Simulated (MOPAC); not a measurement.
MOPAC input (AM1):

```
AM1 FORCE THERMO(298,298) PRECISE LET CHARGE=1 GEO-OK AUX(PRECISION=9) THREADS=1
H6NO3Si

N    -0.54588290 1   -1.62998987 1   -0.71176980 1
Si   -0.24430305 1   -0.22662276 1    0.06023859 1
O     0.60838158 1   -0.11067484 1    1.53510452 1
O    -1.09042042 1    1.18369248 1   -0.40671798 1
O     1.26000927 1    0.74777844 1   -0.60096679 1
H    -1.18667606 1   -1.72736180 1   -1.46643258 1
H    -0.10411723 1   -2.49869113 1   -0.52354710 1
H     0.74448299 1   -0.81793825 1    2.15600744 1
H    -1.50955422 1    1.76645411 1    0.21915866 1
H     1.07669654 1    1.55550976 1   -1.12030481 1
H     1.97001750 1    0.95812563 1    0.03740604 1
```

From the output:

```
     H   11   0.012209   0.020939   0.030793   0.861618   6.382610

          HEAT OF FORMATION =     -93.807731 KCALS/MOLE

          ZERO POINT ENERGY      49.758 KCAL/MOL

           NORMAL COORDINATE ANALYSIS (Total motion = 1 Angstrom)

   Root No.       1         2         3         4         5         6         7         8

                 1 A       2 A       3 A       4 A       5 A       6 A       7 A       8 A

                 131.9     167.6     189.0     206.7     223.4     249.9     264.6     302.3

           1    0.0063   -0.0050    0.0401   -0.0185    0.0084   -0.0122   -0.0069    0.0015
           2    0.0205   -0.0265    0.0114    0.0674    0.0409   -0.0078    0.0073    0.0003
           3   -0.0649   -0.0159    0.0513   -0.0026    0.0046    0.0298    0.0200    0.0036
           4    0.0064   -0.0053    0.0418   -0.0195    0.0084   -0.0126   -0.0063    0.0015
           5   -0.0056   -0.0167   -0.0141   -0.0416   -0.0186    0.0086   -0.0033    0.0056
           6    0.0043    0.0027   -0.0335    0.0041    0.0026   -0.0387   -0.0299   -0.0057
           7   -0.0521    0.0276   -0.0299   -0.0191   -0.0382    0.0166    0.0006   -0.0054
           8    0.0366   -0.0352    0.0375   -0.0415    0.0153   -0.0103   -0.0062    0.0084
           9    0.0488    0.0644    0.0181    0.0051   -0.0068    0.0532    0.0137   -0.0022
          10   -0.0348   -0.0449   -0.0090    0.0724   -0.0064    0.0114    0.0170   -0.0024
          11   -0.0416   -0.0190   -0.0439    0.0164   -0.0218    0.0015   -0.0043   -0.0039
          12    0.0472   -0.0695   -0.0220   -0.0031   -0.0232    0.0362    0.0259    0.0210
          13    0.0727    0.0209   -0.0527    0.0007    0.0112   -0.0055    0.0008   -0.0000
          14   -0.0019    0.0930    0.0203    0.0163   -0.0133   -0.0026    0.0125   -0.0099
          15   -0.0296    0.0062    0.0089    0.0048    0.0011   -0.0453   -0.0262   -0.0104
          16   -0.0001    0.0080    0.0112   -0.0942   -0.0341   -0.0120   -0.0247    0.0030
          17    0.0268   -0.0155    0.0271    0.1326    0.0611   -0.0324    0.0230    0.0678
          18   -0.0732   -0.1078    0.0751   -0.0525    0.0501    0.1395    0.0075   -0.3029
          19    0.0106   -0.0167    0.0703    0.0528    0.0512   -0.0106    0.0111    0.0019
          20    0.0329   -0.0548    0.0222    0.1049    0.0867    0.0096    0.0119   -0.0877
          21   -0.0995    0.0584    0.0955    0.0622   -0.0481   -0.0314    0.0543    0.3431
          22   -0.0932    0.0690   -0.0796   -0.0161   -0.0652    0.1329   -0.0649    0.0271
          23    0.0258   -0.0214    0.0184   -0.0339   -0.0133   -0.0243    0.0400   -0.0164
          24    0.0581    0.0669    0.0085    0.0304   -0.0733   -0.1191    0.2397   -0.1211
          25   -0.1277    0.0699   -0.1221   -0.0634    0.2643    0.0420    0.0801    0.0368
          26   -0.1350    0.0493   -0.1326    0.0255    0.1084   -0.0180    0.0037   -0.0154
          27   -0.0533    0.0581   -0.1472   -0.1623    0.2804    0.0743    0.0982    0.0677
          28    0.1126    0.0355   -0.0442    0.1075    0.0275    0.1368   -0.1709    0.0102
          29    0.0097    0.1217    0.0361    0.0583    0.0044    0.0469   -0.0473   -0.0118
          30   -0.0616    0.0892    0.0585   -0.0341    0.0354   -0.1298    0.0734   -0.0378
          31    0.0574   -0.0050   -0.1016   -0.0429   -0.0654   -0.1242    0.1490   -0.0176
          32    0.0181    0.1391    0.0451    0.0744    0.0169    0.0685   -0.0724   -0.0115
          33   -0.0422   -0.0379    0.0509   -0.0312    0.0790    0.0303   -0.1292    0.0250

   Root No.       9        10        11        12        13        14        15        16

                 9 A      10 A      11 A      12 A      13 A      14 A      15 A      16 A

                 335.2     541.6     673.0     766.5     798.4     851.4     866.1     886.4

           1   -0.0004   -0.0183   -0.0136    0.0809   -0.0053    0.0130    0.0072   -0.0064
           2   -0.0049    0.0010    0.0005   -0.0039    0.0005    0.0286    0.0258   -0.0316
           3    0.0022   -0.0111   -0.0050   -0.0013   -0.0012    0.0076   -0.0578   -0.0273
           4    0.0003   -0.0160   -0.0057    0.0269   -0.0011    0.0007    0.0012    0.0003
           5    0.0067    0.0128    0.0028   -0.0025   -0.0126    0.0192   -0.0030    0.0083
           6   -0.0033   -0.0991   -0.0213    0.0017   -0.0006   -0.0011    0.0074    0.0092
           7    0.0196   -0.0180   -0.0055   -0.0777    0.0259   -0.0328    0.0051   -0.0112
           8   -0.0050   -0.0066   -0.0178   -0.0878    0.0247   -0.0192   -0.0104    0.0163
           9   -0.0315    0.0020    0.0019   -0.0066   -0.0015   -0.0054    0.0047   -0.0104
          10   -0.0118   -0.0137   -0.0002   -0.0502   -0.0109    0.0104   -0.0040    0.0025
          11   -0.0039    0.0116    0.0209    0.1035    0.0295   -0.0360    0.0040   -0.0176
          12    0.0084   -0.0030    0.0116    0.0114    0.0059    0.0028    0.0027   -0.0003
          13   -0.0027    0.0509    0.0515   -0.0112   -0.0051   -0.0019   -0.0033   -0.0006
          14   -0.0093   -0.0218   -0.0065    0.0007   -0.0417   -0.0119    0.0045   -0.0077
          15    0.0017    0.1816   -0.0094   -0.0129   -0.0047    0.0002   -0.0061   -0.0012
          16    0.0146   -0.0310   -0.0142    0.0583    0.0041    0.1586    0.0737   -0.1860
          17   -0.0063   -0.0077   -0.0023    0.0115   -0.0069   -0.0724   -0.1093    0.0703
          18   -0.0413    0.0653    0.0107    0.0102   -0.0008   -0.0243    0.3231    0.1137
          19   -0.0157   -0.0046   -0.0143    0.1116   -0.0142   -0.1318   -0.0448    0.1784
          20   -0.0250   -0.0080   -0.0051    0.0184   -0.0112   -0.0777   -0.1055    0.0736
          21    0.0327    0.0677    0.0134   -0.0002    0.0155   -0.0158    0.2933    0.1201
          22   -0.1033    0.0354    0.0138    0.1456   -0.0810    0.1590   -0.1279    0.2453
          23    0.0637    0.0046   -0.0160    0.0019   -0.0167    0.0540   -0.0573    0.1192
          24    0.3315   -0.0237   -0.0115    0.0709   -0.0310    0.0425   -0.0182    0.0723
          25    0.0166    0.0180   -0.0640    0.0012    0.0032   -0.0120   -0.0006   -0.0043
          26    0.0034   -0.0574    0.0097   -0.1889   -0.0780    0.1583    0.0461    0.0498
          27    0.0398    0.0380   -0.0623    0.1036    0.0339   -0.0436    0.0017   -0.0143
          28    0.1762    0.1964   -0.1532    0.0164    0.1184    0.0312   -0.0083    0.0144
          29    0.0553    0.0038   -0.0171    0.0099    0.0924    0.0253   -0.0049    0.0121
          30   -0.0941   -0.0476    0.3266   -0.0311    0.2972    0.0869   -0.0308    0.0551
          31   -0.1737    0.1819   -0.1468    0.0012   -0.0842   -0.0197    0.0099   -0.0191
          32    0.0801   -0.0384   -0.0007    0.0098    0.1652    0.0449   -0.0122    0.0260
          33    0.1331   -0.0513    0.3228   -0.0538   -0.2773   -0.0839    0.0074   -0.0362

   Root No.      17        18        19        20        21        22        23        24

                17 A      18 A      19 A      20 A      21 A      22 A      23 A      24 A

                 928.4    1050.2    1141.1    1707.3    1770.3    3295.0    3400.3    3448.9

           1    0.0429   -0.0065   -0.1479   -0.0580    0.0004    0.0000    0.0007   -0.0036
           2   -0.0227   -0.0192   -0.0007    0.0000   -0.0001    0.0002    0.0006   -0.0516
           3    0.0040   -0.0024    0.0014    0.0007    0.0003    0.0001   -0.0001   -0.0124
           4   -0.0027    0.0031    0.1178    0.0022   -0.0007   -0.0000    0.0008   -0.0002
           5    0.0007    0.0758   -0.0031   -0.0002   -0.0002    0.0001   -0.0002   -0.0004
           6   -0.0133    0.0094   -0.0043   -0.0001    0.0011    0.0000    0.0013   -0.0001
           7    0.0069   -0.0183   -0.0212   -0.0001   -0.0002   -0.0002    0.0004    0.0001
           8   -0.0116   -0.0613   -0.0308   -0.0004    0.0008   -0.0001   -0.0004    0.0001
           9    0.0072    0.0071    0.0017    0.0000    0.0004   -0.0005    0.0003   -0.0000
          10   -0.0286    0.0311   -0.0270    0.0002    0.0000    0.0003   -0.0007   -0.0001
          11    0.0058   -0.0420    0.0263    0.0001   -0.0004   -0.0002   -0.0002   -0.0001
          12    0.0273   -0.0182    0.0172    0.0003    0.0000    0.0003    0.0007    0.0000
          13   -0.0032   -0.0008   -0.0086   -0.0003   -0.0379   -0.0061    0.0266    0.0004
          14   -0.0031   -0.0065    0.0004    0.0000    0.0071   -0.0463   -0.0047   -0.0005
          15   -0.0007   -0.0018   -0.0046   -0.0001   -0.0266   -0.0039    0.0132    0.0002
          16   -0.0498   -0.1025   -0.1579    0.3773   -0.0040   -0.0027   -0.0099    0.3016
          17    0.0531    0.0518    0.0138   -0.2599    0.0031   -0.0029   -0.0153    0.4155
          18   -0.0347    0.0041   -0.0037   -0.0697   -0.0025   -0.0009   -0.0033    0.0929
          19    0.1342    0.0877   -0.1631    0.3672   -0.0039    0.0024   -0.0040   -0.2478
          20    0.0555    0.0539   -0.0145    0.2689   -0.0019   -0.0024    0.0071    0.3132
          21   -0.0223    0.0024   -0.0095    0.0575   -0.0026   -0.0005    0.0020    0.0817
          22   -0.1563   -0.2222   -0.0141   -0.0025    0.0036   -0.0004   -0.0035    0.0000
          23   -0.0759   -0.1362   -0.0283   -0.0007    0.0010    0.0020    0.0109   -0.0009
          24   -0.0438   -0.0466   -0.0018    0.0002   -0.0019   -0.0001   -0.0036    0.0005
          25   -0.0821    0.0416   -0.0364   -0.0016    0.0006   -0.0028    0.0133    0.0003
          26    0.3906   -0.1358    0.1819    0.0027   -0.0024    0.0009   -0.0011    0.0006
          27   -0.0769    0.0075   -0.0155   -0.0030    0.0019    0.0018   -0.0120   -0.0002
          28    0.0211    0.0294    0.0254    0.0038    0.3463   -0.2008   -0.1769   -0.0041
          29    0.0077    0.0249    0.0032    0.0016    0.2242    0.4093    0.4112    0.0099
          30   -0.0041    0.0675   -0.0416    0.0023    0.2155   -0.0992   -0.0921   -0.0020
          31    0.0056   -0.0228    0.0200    0.0031    0.2743    0.2982   -0.2692   -0.0021
          32    0.0076    0.0407    0.0039   -0.0029   -0.3363    0.3283   -0.3298   -0.0024
          33   -0.0408   -0.0575   -0.0526    0.0022    0.1714    0.1617   -0.1518   -0.0013

   Root No.      25        26        27

                25 A      26 A      27 A

                3527.8    3533.4    3549.5

           1    0.0234    0.0125    0.0086
           2   -0.0037   -0.0021   -0.0013
           3   -0.0014   -0.0008   -0.0004
           4    0.0007    0.0000    0.0001
           5   -0.0001    0.0003   -0.0004
           6   -0.0001    0.0002    0.0002
           7   -0.0012   -0.0029    0.0098
           8    0.0035    0.0089   -0.0330
           9   -0.0011   -0.0026    0.0096
          10    0.0121   -0.0206   -0.0060
          11   -0.0010    0.0020    0.0008
          12   -0.0104    0.0176    0.0051
          13   -0.0002   -0.0007   -0.0008
          14    0.0001   -0.0002    0.0003
          15   -0.0000   -0.0005   -0.0007
          16   -0.1441   -0.0764   -0.0497
```

The dipole moment of an ion depends on the origin.
